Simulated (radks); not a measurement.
Question: Kr IV, 33 electrons, occupied as [Ar] 3d10 4s2 4p3. All-electron calculation, non-relativistic Kohn-Sham, PBE, spin-unpolarised, spherical densities, point nucleus. Program: a radial shooting solver on a logarithmic mesh with Libxc functionals. Some entries of the table are withheld. Estimate them.

orbital  occ.  eigenvalue (eV)  <r^2> (bohr^2)
1s          2              (1)        0.002413
2s          2        -1846.884         0.04150
2p          6        -1674.672             (2)
3s          2              (3)          0.3363
3p          6        -233.3696          0.3468
3d         10        -123.5502          0.3736
4s          2         -57.9284           2.509
4p          3         -43.2294           3.179

Answer: 
(1) 1s eigenvalue (eV): -13940.67
(2) 2p <r^2> (bohr^2): 0.03200
(3) 3s eigenvalue (eV): -294.6118
